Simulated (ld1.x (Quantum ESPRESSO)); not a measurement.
**PBE ultrasoft dataset for neodymium, scalar-relativistic all-electron reference.**

Nd (Z = 60), ultrasoft, made with ld1.x (Quantum ESPRESSO) 7.5 (PBE, scalar-relativistic). Core [Kr] 4d10 5s2, reference 4f4 5p6 5d0 6s2 6p0. Waves: 6s (bound): rcut 3.50, rcutus 4.30 bohr; 6s channel at 3.05 Ry: rcut 3.50, rcutus 4.30 bohr; 5p (bound): rcut 2.45, rcutus 3.20 bohr; 6p (bound, empty): rcut 2.45, rcutus 3.20 bohr; 5d (bound, empty): rcut 1.95, rcutus 2.30 bohr; 5d channel at 1.4 Ry: rcut 1.95, rcutus 2.30 bohr; 4f (bound): rcut 1.55, rcutus 1.95 bohr; 4f channel at 1.65 Ry: rcut 1.55, rcutus 1.95 bohr. Local part: all-electron potential smoothed inside 1.85 bohr (lloc = -1). Core correction: a·sin(br)/r model core, default radius (core density twice the valence density). Augmentation charge: PSQ, inside the norm-conserving radii.

All-electron outer shells of the reference configuration (PBE, scalar-relativistic, ld1.x):

```csv
shell,level (eV),outermost node (bohr),outermost maximum (bohr)
4d,-116.67,0.29,0.62
5s,-40.46,0.72,1.32
5p,-22.09,0.77,1.50
6s,-3.50,1.77,3.78
5d,-1.92,0.88,2.24
4f,-1.75,–,0.67
6p,-1.23,2.14,5.04
```

Q: Does this generation succeed?

A: No. ld1.x (Quantum ESPRESSO) 7.5 stopped with "chargeps: negative rho": the pseudo-density turned negative during the self-consistent test, most likely because a state had been found with a wrong node count and its wave set to zero before. Before that it printed "Warning: n=1, l=0 expected 0 nodes, found 1".
